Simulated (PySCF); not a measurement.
Job file and geometry (Å, from GFN2-xTB) of an NMR shielding run on SMILES N#CC[SiH2]N[SiH3], C₂H₈N₂Si₂, PySCF, GIAO PBE0/pcSseg-1 NMR shielding, non-relativistic, gas phase; density fitting, a coarse starting grid and PySCF grid level 2 are the driver's defaults:

```
$ OMP_NUM_THREADS=1 python probes_run.py task.json out

{"job": {"kind": "nmr", "xc": "PBE0", "basis": "pcSseg-1"}, "charge": 0, "multiplicity": 1}
N      3.840147     0.880086    -0.293102
C      2.696077     0.858588    -0.333575
C      1.272968     0.794808    -0.369392
Si     0.670142    -0.907722     0.262717
N     -1.028177    -0.972626    -0.061758
Si    -2.293332     0.198198     0.178268
H      0.869989     1.595528     0.251611
H      0.937190     0.956092    -1.394349
H      0.993164    -1.010152     1.691400
H      1.287239    -1.985345    -0.510166
H     -1.370991    -1.916394    -0.140870
H     -1.821196     1.466001    -0.376096
H     -2.606197     0.362902     1.602084
H     -3.447704    -0.320439    -0.553828
```

**Question.** What does the program print?

**Answer.** 
```
coarse grid: 12504 points
cycle   1  E = -768.9180530630  dE =  4.883e-01  |g| = 5.821e-01  |ddm| = 3.432e+00
cycle   2  E = -768.7560168614  dE =  1.620e-01  |g| = 1.043e+00  |ddm| = 1.376e+00
cycle   3  E = -768.9888509746  dE = -2.328e-01  |g| = 1.767e-01  |ddm| = 9.262e-01
cycle   4  E = -768.9949112372  dE = -6.060e-03  |g| = 6.024e-02  |ddm| = 1.441e-01
cycle   5  E = -768.9956477233  dE = -7.365e-04  |g| = 1.704e-02  |ddm| = 6.420e-02
cycle   6  E = -768.9957165262  dE = -6.880e-05  |g| = 2.411e-03  |ddm| = 1.672e-02
cycle   7  E = -768.9957178208  dE = -1.295e-06  |g| = 7.301e-04  |ddm| = 2.489e-03
final grid: 111232 points
cycle   8  E = -769.0251044167  dE = -1.808e-05  |g| = 6.034e-03  |ddm| = 2.050e-02
cycle   9  E = -769.0250996672  dE =  4.749e-06  |g| = 7.714e-03  |ddm| = 1.127e-02
cycle  10  E = -769.0251125559  dE = -1.289e-05  |g| = 8.881e-04  |ddm| = 6.325e-03
cycle  11  E = -769.0251127311  dE = -1.753e-07  |g| = 1.654e-04  |ddm| = 8.874e-04
cycle  12  E = -769.0251127363  dE = -5.223e-09  |g| = 6.103e-05  |ddm| = 1.468e-04
cycle  13  E = -769.0251127369  dE = -5.243e-10  |g| = 4.039e-05  |ddm| = 7.519e-05
cycle  14  E = -769.0251127372  dE = -3.247e-10  |g| = 9.663e-06  |ddm| = 3.031e-05
converged SCF energy = -769.0251127372

GIAO shielding tensors (ppm)
atom      isotropic    diamagn.    paramagn.     s11        s22        s33       span
  0 N      -29.943     339.333    -369.277   -205.663   -189.655    305.488    511.151
  1 C       66.351     257.765    -191.414    -48.797    -45.679    293.528    342.325
  2 C      187.276     255.712     -68.436    174.189    183.801    203.837     29.648
  3 Si     379.933     880.456    -500.523    353.324    361.335    425.139     71.815
  4 N      266.006     323.929     -57.923    240.483    249.871    307.664     67.180
  5 Si     406.462     879.618    -473.156    364.418    390.897    464.072     99.654
  6 H       29.665      31.277      -1.612     24.116     29.514     35.364     11.248
  7 H       29.929      30.690      -0.762     24.528     29.445     35.813     11.285
  8 H       26.620      29.720      -3.100     22.951     25.327     31.583      8.633
  9 H       26.816      29.728      -2.912     23.165     25.626     31.656      8.491
 10 H       32.202      31.492       0.710     22.533     29.257     44.816     22.282
 11 H       27.219      30.366      -3.147     23.229     27.321     31.108      7.878
 12 H       26.920      28.944      -2.024     23.261     24.866     32.634      9.372
 13 H       27.009      28.595      -1.587     23.404     25.147     32.475      9.071
```

**Question.** Turn these shieldings into chemical shifts. Referencing at the same level of theory: NH3 for ¹⁵N (267.73 ppm); TMS for ¹³C (186.93 ppm) and ²⁹Si (349.16 ppm) and ¹H (31.72 ppm).

**Answer.** Averaging equivalent atoms: N 0: 297.7; N 4: 1.7; C 1: 120.6; C 2: -0.4; Si 3: -30.8; Si 5: -57.3; H 8/9: 5.00; H 11/12/13: 4.67; H 6/7: 1.92; H 10: -0.48 ppm. Experimental scales use liquid or dissolved standards, which lie at an offset from isolated NH3 (liquid NH3: subtract about 20 ppm). Unscaled 15N shifts of sp2 nitrogen come out 20 to 40 ppm too high even then.

Size and cost of the density-fitted run: 156 basis functions, 35 s wall time on 1 thread of an Arm Neoverse N1, shared host; peak memory 0.72 GiB.
